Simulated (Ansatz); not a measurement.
The cluster Cd6O6. The state is a singlet with charge 0. Geometry PBE0-D4/def2-SVP.

```xyz
12

Cd    0.200    1.304    1.080
Cd    0.920   -0.999   -1.900
Cd   -0.468   -2.260    0.615
Cd   -1.831    0.682    2.856
Cd    2.612    1.116   -2.063
Cd   -2.838   -0.364   -0.548
O     1.255    2.316   -0.551
O     0.265    2.024   -1.545
O    -0.546   -1.300    2.436
O     0.655   -0.601    1.999
O     0.097   -2.722   -1.228
O    -0.321    0.802   -1.150
```

In the def2 sets Cd takes a core potential, while STO-3G treats all electrons; there is no spin–orbit coupling. The structure holds 3 bonds between oxygen atoms, so isomers without such links may lie far lower. The restricted singlet is unstable towards broken spin symmetry in Hartree–Fock (as tested in another run); at HF/STO-3G, HF/def2-TZVP, PBE-D4/def2-SVP, PBE-D4/def2-TZVP and others this wasn't settled. The structure comes from a short search, and lower isomers may exist.

(1) Estimate the orbital energies around the gap (eV) in Ansatz with HF/STO-3G, HF/def2-TZVP, PBE-D4/def2-SVP, PBE-D4/def2-TZVP, BLYP-D4/def2-TZVP.

Answers

(1) 
| orbital | HF/STO-3G | HF/def2-TZVP | PBE-D4/def2-SVP | PBE-D4/def2-TZVP | BLYP-D4/def2-TZVP |
| --- | --- | --- | --- | --- | --- |
| HOMO−5 | -5.04 | -10.48 | -6.12 | -6.18 | -6.09 |
| HOMO−4 | -4.70 | -10.09 | -5.90 | -5.97 | -5.91 |
| HOMO−3 | -4.54 | -10.03 | -5.54 | -5.60 | -5.54 |
| HOMO−2 | -3.75 | -8.54 | -5.24 | -5.30 | -5.25 |
| HOMO−1 | -3.21 | -8.12 | -4.96 | -5.03 | -4.98 |
| HOMO | -2.10 | -6.90 | -4.83 | -4.89 | -4.85 |
| LUMO | 5.48 | -0.18 | -3.63 | -3.66 | -3.65 |
| LUMO+1 | 5.97 | 0.00 | -3.16 | -3.21 | -3.18 |
| LUMO+2 | 7.17 | 0.93 | -2.52 | -2.56 | -2.52 |
| LUMO+3 | 7.63 | 0.95 | -1.98 | -2.02 | -1.95 |
| LUMO+4 | 8.09 | 1.00 | -1.89 | -1.93 | -1.85 |
| LUMO+5 | 8.90 | 2.00 | -1.38 | -1.45 | -1.37 |
